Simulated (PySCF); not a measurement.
AgF, SMILES [F][Ag], multiplicity 1.

Geometry optimised at B3LYP-D3(BJ)/def2-TZVPD. The spin state was assumed, not searched. The def2 effective core potentials stand for the cores of Ag; spin–orbit coupling is left out.

These are B3LYP-D3(BJ)/def2-TZVPD run with PySCF values and carry that method's errors.

Frequencies are harmonic and unscaled.

```csv
mode,ν (cm⁻¹),IR (km/mol),Raman (Å⁴/amu),depolarisation,moving atoms (share of kinetic energy)
1,486,48.4,9.7,0.49,"F 85 %, Ag 15 %"
```
